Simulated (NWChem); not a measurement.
Molecule: CH$_{3}$F$_{3}$Si; SMILES FC(F)(F)[SiH3]

Results from NWChem. Medium grid unless said otherwise, to which SCAN and Minnesota functionals are sensitive. All runs use the structure optimised with PBE0/def2-SVP. B3LYP is NWChem's, with the RPA form of VWN correlation.

For level r2SCAN/def2-SVP:

```
Quantity                     Result
---------------------------  ------
highest occupied level (eV)   -8.26
orbital gap (eV)               8.21
```

Task: What are these values for level B3LYP/def2-SVP?

Result: The highest occupied level (eV) comes out as -9.19 and the orbital gap (eV) is 9.52.
